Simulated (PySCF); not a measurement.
Gas-phase equilibrium of 1 mol TiCl4, 0.14 mol O2 at 800 K and 1.01 bar, among 9 species (ClO, O2, O, TiCl4, O3, TiOCl2, Cl, Cl2, TiO2). Only gases are allowed; each row takes one source of thermochemistry for all species, and Cantera finds the minimum.

Method: PySCF energies plus ideal-gas RRHO corrections (1 bar). Table values come from the NASA 1993 polynomials. After a fit of one offset per element over all species, the range-separated, M06-2X, PBE0/def2-QZVP and CCSD(T)/def2-TZVPP enthalpies, where run, lie to one side of the table for TiOCl2 (-50 kJ/mol): a fault of the table's entry, another state or a shared error of the levels is possible; this was not checked at source. S°(298 K) at PBE0/def2-TZVP differs from the NASA 1993 table for TiOCl2 (+10 J/mol/K); whether the harmonic model or the table's entry is off was not settled. † marks an energy on the PBE0/def2-TZVP geometry and frequencies; other levels use their own. Open shells (unrestricted) among the columns below: O2 (multiplicity 3), Cl (multiplicity 2, electronic degeneracy 6); the rest are closed-shell singlets. Spin-orbit splitting is ignored; it lowers the true energy and changes the entropy of Cl. The harmonic model lacks anharmonicity and excited electronic states, which grow with temperature; levels with a mode under 35 cm⁻¹ are left out. Soft modes under 120 cm⁻¹ make the harmonic entropy rough for TiCl4, TiOCl2. The table's entry may be an old estimate for TiOCl2 (not checked at source).

Molecules larger than those listed are left out. Table species left out: Ti, TiCl, TiCl2, TiCl3, TiO, TiOCl.

With table thermochemistry: TiCl4 0.88, O2 0.12, TiOCl2 7.2e-6, Cl2 7.2e-6, Cl 2.5e-8.

How far does the composition move with the other sources (PBE0/def2-SVP†, PBE0/def2-TZVP, r2SCAN/def2-TZVP†, LDA/def2-TZVP†)?


| thermochemistry | x TiCl4 | x O2 | x TiOCl2 | x Cl2 | x Cl |
|---|---|---|---|---|---|
| table | 0.88 | 0.12 | 7.2e-6 | 7.2e-6 | 2.5e-8 |
| PBE0/def2-SVP† | 0.88 | 0.12 | 1.7e-5 | 1.6e-5 | 2.6e-7 |
| PBE0/def2-TZVP | 0.88 | 0.12 | 8.9e-5 | 8.9e-5 | 8.0e-8 |
| r2SCAN/def2-TZVP† | 0.88 | 0.12 | 1.3e-5 | 1.3e-5 | 3.3e-8 |
| LDA/def2-TZVP† | 0.88 | 0.12 | 4.3e-5 | 4.3e-5 | 3.4e-11 |
The most sensitive of these is Cl: it spans a factor of 10^3.9 over these rows; at this temperature one factor of ten is RT ln 10 = 15 kJ/mol.
